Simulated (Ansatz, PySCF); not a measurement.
Species: BrCl, charge 1, multiplicity 2. 
Geometry from a B3LYP-D3(BJ)/def2-TZVP (Ansatz, a first-principles code) optimisation:
```
Cl
Br 1 2.0683
```
Charge +1, spin multiplicity 2.

Total electronic energies in hartree. Valence correlation only, unless marked. Open shells are spin-unrestricted. No spin-orbit coupling. The frozen core is the preceding noble-gas configuration, with the filled d and f shells of earlier blocks. Non-relativistic. CBS marks a two-point X^-3 extrapolation of the correlation energy; Hartree-Fock from the larger set.

```tsv
level	program	energy (Eh)
HF/def2-TZVPPD	Ansatz	-3031.52178
PBE/def2-TZVPD	Ansatz	-3033.38687
BP86-D3(BJ)/def2-TZVPD	PySCF + dftd3	-3034.27624
BP86/def2-TZVPD	PySCF	-3034.27393
PBE0-D3(BJ)/def2-TZVP	Ansatz + dftd3	-3033.50001
B2GP-PLYP-D4/def2-TZVPD	Ansatz + dftd4	-3033.20569
MP2/def2-TZVPP	Ansatz	-3031.84897
CCSD(T)/def2-TZVPP	Ansatz	-3031.90105
CCSD(T)/CBS(def2-TZVPPD,def2-QZVPPD)	Ansatz	-3032.0222
```

Totals of different functionals don't rank their quality; only differences between species are comparable.
